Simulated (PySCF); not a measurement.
C₃H₇O, multiplicity 2. Atoms are numbered in the order given.

```xyz
11

C      0.0727    -0.6326    -1.2916
C     -0.2712     0.1386     0.0000
C      0.0727    -0.6326     1.2916
O      0.1413     1.4269     0.0000
H      1.1682    -0.8010    -1.3386
H     -0.4305    -1.6195    -1.3253
H     -0.2239    -0.0419    -2.1794
H     -1.4027     0.2688     0.0000
H      1.1682    -0.8010     1.3386
H     -0.4305    -1.6195     1.3253
H     -0.2239    -0.0419     2.1794
```
Charge 0, spin multiplicity 2.

Geometry: PBE-D3(BJ)/def2-SVP. The isomer is the one that the SMILES or the coordinates give; other isomers of the formula were not compared.

The numbers are results of PBE-D3(BJ)/def2-SVP (PySCF), not measurements.

Harmonic, unscaled wavenumbers; measured fundamentals usually lie a few per cent lower.

```json
[
 {"mode": "1", "ν (cm⁻¹)": "192", "IR (km/mol)": "0.1", "moving atoms (share of kinetic energy)": "H 98 %"},
 {"mode": "2", "ν (cm⁻¹)": "233", "IR (km/mol)": "0.7", "moving atoms (share of kinetic energy)": "H 91 %"},
 {"mode": "3", "ν (cm⁻¹)": "347", "IR (km/mol)": "0.6", "moving atoms (share of kinetic energy)": "C 45 %, H 42 %, O 13 %"},
 {"mode": "4", "ν (cm⁻¹)": "408", "IR (km/mol)": "1.3", "moving atoms (share of kinetic energy)": "O 44 %, C 35 %, H 21 %"},
 {"mode": "5", "ν (cm⁻¹)": "442", "IR (km/mol)": "5.3", "moving atoms (share of kinetic energy)": "C 50 %, H 36 %, O 14 %"},
 {"mode": "6", "ν (cm⁻¹)": "791", "IR (km/mol)": "0.3", "moving atoms (share of kinetic energy)": "C 63 %, H 27 %, O 10 %"},
 {"mode": "7", "ν (cm⁻¹)": "841", "IR (km/mol)": "18.8", "moving atoms (share of kinetic energy)": "H 90 %, C 10 %"},
 {"mode": "8", "ν (cm⁻¹)": "872", "IR (km/mol)": "5.5", "moving atoms (share of kinetic energy)": "H 69 %, C 30 %"},
 {"mode": "9", "ν (cm⁻¹)": "964", "IR (km/mol)": "3.0", "moving atoms (share of kinetic energy)": "H 64 %, C 23 %, O 13 %"},
 {"mode": "10", "ν (cm⁻¹)": "1013", "IR (km/mol)": "2.6", "moving atoms (share of kinetic energy)": "H 51 %, C 30 %, O 19 %"},
 {"mode": "11", "ν (cm⁻¹)": "1013", "IR (km/mol)": "11.6", "moving atoms (share of kinetic energy)": "H 56 %, C 44 %"},
 {"mode": "12", "ν (cm⁻¹)": "1088", "IR (km/mol)": "13.0", "moving atoms (share of kinetic energy)": "C 53 %, H 47 %"},
 {"mode": "13", "ν (cm⁻¹)": "1124", "IR (km/mol)": "7.8", "moving atoms (share of kinetic energy)": "H 80 %, C 18 %"},
 {"mode": "14", "ν (cm⁻¹)": "1204", "IR (km/mol)": "21.6", "moving atoms (share of kinetic energy)": "C 66 %, H 20 %, O 13 %"},
 {"mode": "15", "ν (cm⁻¹)": "1302", "IR (km/mol)": "1.9", "moving atoms (share of kinetic energy)": "H 80 %, C 20 %"},
 {"mode": "16", "ν (cm⁻¹)": "1327", "IR (km/mol)": "1.9", "moving atoms (share of kinetic energy)": "H 80 %, C 20 %"},
 {"mode": "17", "ν (cm⁻¹)": "1396", "IR (km/mol)": "3.4", "moving atoms (share of kinetic energy)": "H 96 %"},
 {"mode": "18", "ν (cm⁻¹)": "1401", "IR (km/mol)": "3.4", "moving atoms (share of kinetic energy)": "H 96 %"},
 {"mode": "19", "ν (cm⁻¹)": "1413", "IR (km/mol)": "9.2", "moving atoms (share of kinetic energy)": "H 96 %"},
 {"mode": "20", "ν (cm⁻¹)": "1421", "IR (km/mol)": "8.5", "moving atoms (share of kinetic energy)": "H 95 %"},
 {"mode": "21", "ν (cm⁻¹)": "2687", "IR (km/mol)": "21.5", "moving atoms (share of kinetic energy)": "H 93 %"},
 {"mode": "22", "ν (cm⁻¹)": "2972", "IR (km/mol)": "20.8", "moving atoms (share of kinetic energy)": "H 97 %"},
 {"mode": "23", "ν (cm⁻¹)": "2977", "IR (km/mol)": "10.1", "moving atoms (share of kinetic energy)": "H 97 %"},
 {"mode": "24", "ν (cm⁻¹)": "3066", "IR (km/mol)": "1.7", "moving atoms (share of kinetic energy)": "H 91 %, C 9 %"},
 {"mode": "25", "ν (cm⁻¹)": "3070", "IR (km/mol)": "24.2", "moving atoms (share of kinetic energy)": "H 91 %, C 9 %"},
 {"mode": "26", "ν (cm⁻¹)": "3087", "IR (km/mol)": "6.4", "moving atoms (share of kinetic energy)": "H 90 %, C 10 %"},
 {"mode": "27", "ν (cm⁻¹)": "3088", "IR (km/mol)": "14.3", "moving atoms (share of kinetic energy)": "H 90 %, C 10 %"}
]
```
